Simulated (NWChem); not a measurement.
System: CH₆AlNO₂; SMILES [Al]([NH]C)([OH])[OH]

Input file for NWChem:

```
start job
memory heap 200 mb stack 900 mb global 1100 mb
geometry units angstroms noautosym nocenter noautoz
  Al    -0.083599    -0.521382     0.000000
  N      0.727071     1.059620     0.000000
  C      0.089478     2.373470     0.000000
  H      1.738178     1.127810     0.000000
  H      0.355070     2.965480    -0.888660
  H      0.355070     2.965480     0.888660
  H     -0.998059     2.253325     0.000000
  O     -1.795318    -0.540756     0.000000
  H     -2.250296    -1.391478     0.000000
  O      0.748545    -2.021272     0.000000
  H      1.710980    -2.072409     0.000000
end
basis spherical
  * library pcsseg-1
end
dft
  xc pbe0
  iterations 150
end
property
  shielding 10 1 2 3 4 5 7 8 9 10 11
end
task dft property
```

All runs use the structure optimised with B3LYP/6-31G* (spherical d).

GIAO values for the isolated, static molecule; σ is the absolute isotropic shielding, δ = σ(reference) − σ with the isolated reference molecule computed at the same levels (13C: tetramethylsilane, 1H: tetramethylsilane, 15N: ammonia, 17O: water).

Atoms are numbered as in the input.

Give the results of this calculation. (PBE0/pcSseg-1, GIAO.) Quantities: σ Al1 (ppm); δ N2 (ppm); δ C3 (ppm); δ H4 (ppm); δ H5 (rotor mean) (ppm); δ H9 (ppm); δ O10 (ppm).


```
Property                 Value
-----------------------  -----
σ Al1 (ppm)              447.7
δ N2 (ppm)                12.7
δ C3 (ppm)                32.5
δ H4 (ppm)               -0.42
δ H5 (rotor mean) (ppm)   2.74
δ H9 (ppm)                1.16
δ O10 (ppm)                7.0
```
